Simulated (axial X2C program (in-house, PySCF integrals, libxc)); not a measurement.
# Bond lengths and stretching modes, held linear, of KCN⁻

Calculated with an axial X2C code built on PySCF integrals: two-component X2C with atomic mean-field Coulomb and Gaunt terms, Gaussian nuclei, basis K dyall-v3z, C dyall-v3z, N dyall-av3z with contracted cores. Spin-free rows use the one-electron spin-free X2C Hamiltonian.

Masses K 38.964, C 12.000, N 14.003 u. States: 2c Ω = 1/2 (beyond evenly filled blocks: ω = 1/2); spin-free M_S = 1/2, Λ = 0 (beyond evenly filled blocks: σα).

LDA, spin-free: energies above the lowest point

```json
{"r(K–C) (Å)": "2.6656", "r(C–N) (Å)": "1.1368", "E (meV)": "58.68"}
{"r(K–C) (Å)": "2.6656", "r(C–N) (Å)": "1.1660", "E (meV)": "0.00"}
{"r(K–C) (Å)": "2.6656", "r(C–N) (Å)": "1.1951", "E (meV)": "35.13"}
{"r(K–C) (Å)": "2.7340", "r(C–N) (Å)": "1.1368", "E (meV)": "61.86"}
{"r(K–C) (Å)": "2.7340", "r(C–N) (Å)": "1.1660", "E (meV)": "3.06"}
{"r(K–C) (Å)": "2.7340", "r(C–N) (Å)": "1.1951", "E (meV)": "38.05"}
{"r(K–C) (Å)": "2.7340", "r(C–N) (Å)": "1.2243", "E (meV)": "150.50"}
{"r(K–C) (Å)": "2.8023", "r(C–N) (Å)": "1.1368", "E (meV)": "76.43"}
{"r(K–C) (Å)": "2.8023", "r(C–N) (Å)": "1.1660", "E (meV)": "17.44"}
{"r(K–C) (Å)": "2.8023", "r(C–N) (Å)": "1.1951", "E (meV)": "52.22"}
{"r(K–C) (Å)": "2.8707", "r(C–N) (Å)": "1.1660", "E (meV)": "40.45"}
{"r(K–C) (Å)": "2.8707", "r(C–N) (Å)": "1.2243", "E (meV)": "186.94"}
```

Question: Fit a quadratic surface with cubic terms in each bond: where is the minimum, and what are the two stretching wavenumbers?

Answer: At LDA, spin-free: bonds 2.683 and 1.169 Å; harmonic stretches 222.2 and 2145.4 cm⁻¹; force constants 0.457, 17.4 and coupling -0.02 mdyn/Å.

The other levels and Hamiltonians give:

```tsv
Hamiltonian	level	r(K–C) (Å)	r(C–N) (Å)	lower stretch (cm⁻¹)	upper stretch (cm⁻¹)
2c	PBE0	2.741	1.165	214.7	2197.0
2c	HF	2.807	1.146	209.8	2356.7
2c	LDA	2.683	1.169	222.2	2145.3
2c	MP2	2.745	1.186	216.0	2020.4
spin-free	PBE0	2.741	1.165	214.7	2197.0
spin-free	HF	2.807	1.146	209.8	2356.8
spin-free	MP2	2.745	1.186	216.0	2020.5
```

Each state is one determinant, the lowest of a limited PBE0 search; the stretches come from a fit to these few points and carry an uncertainty of a few per cent. Other orders of the atoms were not compared. MP2 freezes inner shells (threshold -2 hartree). For an anion the highest level of a functional can be positive, and the basis then holds the extra electron. The molecule was held linear; bending was not examined, so a bent shape may lie lower.
